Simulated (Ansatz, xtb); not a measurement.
AlH6SiSn: where a starting geometry ends

The starting geometry of this gas-phase doublet was built from a drawn formula by distance geometry and a force field; its bonds are those of `[AlH2][SiH2][SnH2]`.

```yaml
atoms:
  - { symbol: Al, position_ang: [-1.5641, -0.7319, 0.2292] }
  - { symbol: Si, position_ang: [0.7856, -0.9436, -0.1376] }
  - { symbol: Sn, position_ang: [1.9896, 0.0446, 1.8500] }
  - { symbol: H, position_ang: [-2.2190, -1.3954, 1.5150] }
  - { symbol: H, position_ang: [-2.4591, 0.1247, -0.8222] }
  - { symbol: H, position_ang: [1.1711, -0.2241, -1.3072] }
  - { symbol: H, position_ang: [1.1000, -2.3533, -0.2321] }
  - { symbol: H, position_ang: [1.5635, 1.7686, 2.0083] }
  - { symbol: H, position_ang: [1.5291, -0.7699, 3.3459] }
```

Predict what it relaxes into with r2SCAN-D4/def2-SVP.

It keeps its bonds, and is `[AlH2][SiH2][SnH2]`.

The energy falls by 0.21 eV over 12 steps:

```tsv
step	E − E(last) (eV)
1	0.211
2	0.083
3	0.045
5	0.025
6	0.021
7	0.014
8	0.003
10	0.000
11	0.000
12	0.000
```

Final geometry (Å):

```xyz
9

Al   -1.4666   -0.6793    0.3637
Si    0.8202   -1.1258   -0.2979
Sn    1.7499    0.1205    1.7663
H    -2.1801   -1.6841    1.3665
H    -2.1349    0.6904   -0.0855
H     1.3618   -0.4381   -1.5096
H     1.3285   -2.5300   -0.2270
H     1.2061    1.7622    1.8264
H     1.2118   -0.5962    3.2466
```

From the same start GFN2-xTB ends elsewhere, differing in Al1–Sn3 (2.89 against 3.60 Å here), Al1–H8 (1.68 against 3.90 Å here), Sn3–H8 (2.38 against 1.73 Å here).

The end wasn't checked by frequencies. Open shells are spin-unrestricted. Atoms past krypton carry core potentials, without spin–orbit terms. Run with Ansatz 0.2.0, 83 s on 2 threads of Arm Neoverse V2, on a shared host.
